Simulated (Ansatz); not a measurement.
Reactions of `CN=C(F)Cl`.

Isolated molecules relaxed with PBE0-D4/def2-TZVP in Ansatz; ΔE leaves out vibrations. CBS: MP2 limit from def2 TZ/QZ plus the TZ coupled-cluster correction, frozen cores. Small cases extrapolate CCSD(T) itself. Double bonds are as drawn, so ΔE can hold a change between cis and trans. Functionals use def2-TZVPP. No spin–orbit coupling; open shells (•) take unrestricted orbitals. Spin–orbit coupling would lower the free atoms: a little for C, Cl, F. def2 core potentials past Kr. For I outer-core shells are correlated without core-valence functions, so the limit isn't a true one: a few kJ/mol of doubt a bond, and 10 to 20 or more in all where bonds break to atoms. One conformer a species, not always the lowest.

| reaction | HF/CBS(def2) (kJ/mol) | ωB97M-V (kJ/mol) | CCSD/CBS(def2) (kJ/mol) | ωB97X-V (kJ/mol) |
| --- | --- | --- | --- | --- |
| `C/N=C(/F)Cl` + H₂ → `C/N=C/Cl` + H–F | -84 | -63 | -83 | -61 |
| `C/N=C(/F)Cl` + `CSS` → `CSSC` + `N=C(F)Cl` | -19 | -23 | -23 | -21 |
| `C/N=C(/F)Cl` + HI → `C/N=C(\F)I` + HCl | 7 | 4 | -3 | 4 |
| `C/N=C(/F)Cl` → 2 C• + Cl• + F• + 3 H• + N• | 2041 | 3065 | 2955 | 3060 |
| `C/N=C(/F)Cl` + H₂ → `C/N=C\F` + HCl | -105 | -75 | -87 | -75 |
| `C/N=C(/F)Cl` → `[CH2]` (triplet) + `N=C(F)Cl` | 268 | 417 | 403 | 427 |
| `C/N=C(/F)Cl` + `C=C=CCl` → `CC=C=CCl` + `N=C(F)Cl` | -33 | -31 | -32 | -30 |
| `C/N=C(/F)Cl` + HCl → `CN=C(Cl)Cl` + H–F | 28 | 12 | 2 | 15 |

**Question.** Give the CCSD(T)/CBS values in the same order. (Estimate.)

**Answer.** Ansatz gave: -78, -23, -4, 3035, -79, 415, -31, -2 kJ/mol.

Largest T1 diagnostic: 0.013, for `N=C(F)Cl`.

Extrapolated directly: `C/N=C(/F)Cl` → 2 C• + Cl• + F• + 3 H• + N•.
